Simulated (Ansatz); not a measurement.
The inner images of a band of C2H4ClFOSi (10 atoms, charge 0, multiplicity 1) are given out of order.

The calculation used Ansatz 0.2.0, RKS PBE-D4/def2-SVP.

Image 0:

```xyz
10
Properties=species:S:1:pos:R:3
F -1.805 -0.336 0.325
C -0.496 -0.060 0.020
C 0.267 -1.320 -0.293
Cl -0.347 -2.121 -1.791
O -0.375 0.996 -0.915
Si 0.240 1.547 0.611
H 1.338 -1.092 -0.451
H 0.162 -2.040 0.541
H -0.609 2.541 1.332
H 1.709 1.834 0.623
```

Image 6:

```xyz
10
Properties=species:S:1:pos:R:3
F -1.741 -0.054 0.224
C -0.388 0.109 0.271
C 0.327 -1.173 -0.079
Cl 0.340 -1.468 -1.887
O -0.010 1.181 -0.628
Si 0.573 1.447 1.346
H 1.387 -1.141 0.233
H -0.180 -2.032 0.398
H -0.710 2.281 1.523
H 0.486 0.800 -1.398
```

Question: Put them in order from the first end to the last, with their energies above the first end.
A.
```xyz
10
Properties=species:S:1:pos:R:3
F -1.717 -0.012 0.102
C -0.370 0.110 0.226
C 0.321 -1.179 -0.119
Cl -0.014 -1.726 -1.820
O 0.051 1.237 -0.630
Si 0.497 1.433 1.381
H 1.419 -1.088 -0.011
H -0.037 -1.971 0.567
H -0.839 2.180 1.544
H 0.773 0.965 -1.235
```
B.
```xyz
10
Properties=species:S:1:pos:R:3
F -1.686 -0.006 0.084
C -0.335 0.095 0.146
C 0.311 -1.230 -0.171
Cl -0.212 -1.954 -1.743
O 0.008 1.208 -0.779
Si 0.455 1.475 1.289
H 1.414 -1.145 -0.188
H 0.028 -1.944 0.628
H -0.888 2.153 1.574
H 0.988 1.298 -0.835
```
C.
```xyz
10
Properties=species:S:1:pos:R:3
F -1.784 -0.245 0.303
C -0.458 -0.044 -0.017
C 0.252 -1.343 -0.263
Cl -0.236 -2.089 -1.831
O -0.316 1.007 -0.899
Si 0.287 1.521 0.674
H 1.348 -1.194 -0.277
H -0.012 -2.040 0.555
H -0.619 2.375 1.509
H 1.620 2.000 0.249
```
D.
```xyz
10
Properties=species:S:1:pos:R:3
F -1.700 -0.041 0.177
C -0.341 0.055 0.008
C 0.288 -1.297 -0.207
Cl -0.241 -2.058 -1.758
O -0.032 1.046 -0.890
Si 0.466 1.454 1.125
H 1.389 -1.190 -0.240
H 0.009 -1.978 0.619
H -0.760 2.256 1.559
H 1.004 1.704 -0.389
```
E.
```xyz
10
Properties=species:S:1:pos:R:3
F -1.744 -0.122 0.254
C -0.404 0.002 -0.061
C 0.268 -1.330 -0.233
Cl -0.236 -2.080 -1.792
O -0.180 1.002 -0.884
Si 0.384 1.448 0.930
H 1.367 -1.199 -0.246
H -0.018 -2.002 0.597
H -0.696 2.315 1.540
H 1.341 1.915 -0.100
```

Answer: C (+18.9 kJ/mol), E (+112.2 kJ/mol), D (+202.4 kJ/mol), B (+133.7 kJ/mol), A (+105.7 kJ/mol).

The run took 41 s on 2 threads of AMD EPYC 9R45 96-Core Processor (Zen 5), with other jobs on the host, peak memory 0.18 GiB.
